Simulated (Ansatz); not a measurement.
Ansatz (a program for electronic structure) input:

Ansatz 0.2 input:
```yaml
crystal:
  periodic: [false, false, false]
  atoms:
    - {symbol: Y, position_ang: [0.44514175, 0.31542447, -0.24083734]}
    - {symbol: O, position_ang: [-0.54121607, 1.54806852, -1.13080838]}
    - {symbol: Cl, position_ang: [-0.76651763, -1.45212367, 1.08465432]}
basis:
  gaussian:
    orbitals: def2-TZVPD
hamiltonian:
  xc: {name: CAM-B3LYP}
total_charge: -1
magnetization: {spin_polarized: true, initial_magnetization: 1}
```

Question: Predict the final energy.

Answer: -573.90630 Eh (CAM-B3LYP/def2-TZVPD). The basis has 126 functions.

This state (charge -1, doublet) is run at the relaxed geometry of the species with charge 0 and multiplicity 1.
